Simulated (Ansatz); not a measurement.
`FB([SiH3])C[SiH3]` + `O=CBF` → `O=CB(F)[SiH3]` + `FBC[SiH3]`  (redistribution)

Program: Ansatz. Geometries: PBE0-D4/def2-TZVP. ΔE: electronic, gas phase. CBS: MP2 limit from def2 TZ/QZ plus the TZ coupled-cluster correction, frozen cores. One conformer a species, not always the lowest.

`FB([SiH3])C[SiH3]`:

Z-matrix (Å, degrees):
```
Si
B 1 2.042
H 1 1.489 2 111.5
H 1 1.490 2 110.7 3 -120.8
H 1 1.490 2 110.0 3 120.1
C 2 1.545 1 124.8 3 1.0
F 2 1.335 1 116.8 3 178.3
Si 6 1.890 2 109.3 1 82.9
H 6 1.095 2 112.9 1 -158.0
H 6 1.094 2 112.1 1 -33.1
H 8 1.487 6 110.1 2 -56.9
H 8 1.485 6 110.4 2 63.0
H 8 1.486 6 109.6 2 -176.6
```

`O=CBF`:

Z-matrix (Å, degrees):
```
C
B 1 1.604
O 1 1.208 2 121.2
H 1 1.115 2 119.2 3 -180.0
F 2 1.315 1 117.7 3 -180.0
H 2 1.194 1 122.6 3 0.0
```

`O=CB(F)[SiH3]`:

Z-matrix (Å, degrees):
```
Si
B 1 2.035
H 1 1.487 2 109.4
H 1 1.488 2 109.1 3 -118.9
H 1 1.487 2 111.2 3 120.7
C 2 1.610 1 121.0 3 56.9
F 2 1.321 1 122.8 3 -123.6
O 6 1.209 2 120.5 1 3.0
H 6 1.116 2 119.9 1 -177.4
```

`FBC[SiH3]`:

Z-matrix (Å, degrees):
```
C
B 1 1.543
Si 1 1.888 2 110.7
H 1 1.094 2 112.5 3 -119.3
H 1 1.094 2 111.4 3 117.0
F 2 1.328 1 119.8 3 93.6
H 2 1.201 1 123.7 3 -84.0
H 3 1.486 1 109.6 2 178.4
H 3 1.487 1 110.4 2 58.6
H 3 1.486 1 110.4 2 -61.6
```

```
            species  CCSD(T)/def2-SVP energy (Eh)
`FB([SiH3])C[SiH3]`                    -744.95231
            `O=CBF`                    -238.46303
    `O=CB(F)[SiH3]`                    -528.58236
        `FBC[SiH3]`                    -454.83475
```

Q: Work out ΔE.

A: ΔE = (-528.58236) + (-454.83475) − (-744.95231) − (-238.46303) = -0.00177 Eh = -4.6 kJ/mol. CCSD(T)/CBS gives -2.9 kJ/mol.

Largest T1 diagnostic among the species: 0.015.

The D4 term adds +3.2 kJ/mol with B3LYP and +2.0 kJ/mol with PBE0; it sums over pairs of atoms, weighted by their polarisabilities, and B3LYP, whose exchange is more repulsive, gets the larger term. Leaving LDA and LC-ωPBE aside and taking each functional with its dispersion term where it has one, the values, not all of them listed here, spread over 3.2 kJ/mol, from B2PLYP to revPBE-D4.

B3LYP here is the variant with VWN-RPA as its local correlation; programs differ in this.
